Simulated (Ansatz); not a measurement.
Gas-phase electronic energies from Ansatz, PBE0-D4/def2-TZVP geometries. CCSD(T)/CBS adds triple-zeta CCSD(T) − MP2 to the extrapolated MP2 energy (def2 sets, frozen cores). This one scheme is used for every species. One conformer a species, not always the lowest.

Consider the substitution at a C–C bond: `CC=N` + `N[SiH2]C=O` → `CN[SiH2]C=O` + `C=N`.

`CC=N`:

Z-matrix (Å, degrees):
```
C
C 1 1.493
H 1 1.092 2 111.6
H 1 1.094 2 110.3 3 -121.2
H 1 1.094 2 110.3 3 121.2
N 2 1.263 1 127.9 3 0.0
H 2 1.095 1 115.5 3 -180.0
H 6 1.023 2 110.6 1 0.0
```

`N[SiH2]C=O`:

Cartesian coordinates in Å:
```
N -0.925 -1.063 0.400
Si 0.443 -0.070 0.573
C 0.313 1.122 -0.930
O -0.554 0.975 -1.758
H -1.101 -1.910 0.907
H -1.446 -0.991 -0.460
H 1.767 -0.755 0.494
H 0.459 0.736 1.825
H 1.044 1.956 -1.052
```

`CN[SiH2]C=O`:

Z-matrix (Å, degrees):
```
C
N 1 1.451
H 1 1.095 2 113.1
H 1 1.094 2 110.8 3 -122.3
H 1 1.093 2 109.4 3 119.9
Si 2 1.703 1 123.2 3 -86.8
H 2 1.007 1 113.6 3 66.4
C 6 1.928 2 114.4 1 65.1
H 6 1.488 2 109.4 1 -175.1
H 6 1.490 2 110.4 1 -53.2
O 8 1.207 6 122.3 2 2.0
H 8 1.121 6 118.9 2 -177.6
```

`C=N`:

Z-matrix (Å, degrees):
```
C
N 1 1.261
H 1 1.096 2 124.9
H 1 1.092 2 118.8 3 -180.0
H 2 1.021 1 111.0 3 -0.0
```

| species | CCSD(T)/CBS(def2) energy (Eh) |
| --- | --- |
| `CC=N` | -133.79309 |
| `N[SiH2]C=O` | -460.01140 |
| `CN[SiH2]C=O` | -499.25691 |
| `C=N` | -94.52360 |

Work out ΔE.

ΔE = (-499.25691) + (-94.52360) − (-133.79309) − (-460.01140) = 0.02398 Eh = +63.0 kJ/mol.

Largest T1 diagnostic among the species: 0.014.
